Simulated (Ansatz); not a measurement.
Mulliken charges of `C[CH]1[NH][AlH]1` from ωB97M-V/def2-TZVPP in Ansatz (PBE0-D4/def2-TZVP geometry).

```csv
atom,x (Å),y (Å),z (Å),charge (e)
C1,-1.182,0.572,-0.219,-0.292
C2,-0.097,-0.475,-0.242,-0.091
N3,0.800,-0.532,0.963,-0.340
Al4,1.800,-0.154,-0.386,0.357
H5,-1.688,0.632,-1.187,0.092
H6,-1.947,0.338,0.534,0.093
H7,-0.788,1.565,0.018,0.076
H8,-0.505,-1.452,-0.523,0.082
H9,0.422,-0.738,1.873,0.080
H10,3.269,0.194,-0.830,-0.056
```

Task: By hand: the dipole of these point charges (1 e Å = 4.8032 D).

Result: Σ q r = (0.138, 0.022, -0.284) e Å, of length 0.317 e Å = 1.52 D.

Task: How does the dipole of the full density compare? (Estimate.)

Result: The calculation gave: (0.146, 0.008, -0.084) e Å, 0.81 D; the point charges give 1.88 times that, at 34° from its direction.

Point charges leave out the atoms' own dipoles, such as those of lone pairs, and Mulliken's split depends on the basis, so the two needn't agree.
